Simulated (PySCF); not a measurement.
A structure optimised at ωB97X-D3(BJ)/def2-SVP, used in a PySCF frequency run:

```xyz
10

N      1.3947    -0.8739     2.3408
C      1.3105    -1.0631     1.2014
C      1.1645    -1.2548    -0.2235
C      0.2959    -0.5187    -0.9343
Si    -0.8011     0.8102    -0.1833
F     -1.7265     1.3746    -1.3996
H      1.7987    -2.0254    -0.6749
H      0.2337    -0.7120    -2.0126
H     -1.6850     0.2317     0.8578
H      0.0185     1.9285     0.3448
```
Charge 0, spin multiplicity 1.

Task: Write its SMILES and formula.

Result: N#C/C=C\[SiH2]F, C3H4FNSi

Task: What are its rotational constants (standard atomic weights)?

Result: 7.3988, 1.4922, 1.2609 GHz
